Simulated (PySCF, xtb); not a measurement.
NbO3, SMILES [O]1[Nb](=[O])[O]1 (connectivity only; charge and spin as stated), neutral, multiplicity 2.

Harmonic wavenumbers (cm⁻¹) from xtb 6.7.1 with GFN2-xTB at its own minimum, in rising order: 84, 146, 430, 495, 814, 1149.

What does PySCF with PBE0-D3(BJ)/def2-TZVP give at its own minimum? (Estimate from the structure and the level; the computed values follow.)

171, 242, 607, 626, 960, 1011. Paired by order, the mean absolute difference is 129 cm⁻¹ and the zero-point energies are 4.5 and 5.2 kcal/mol.
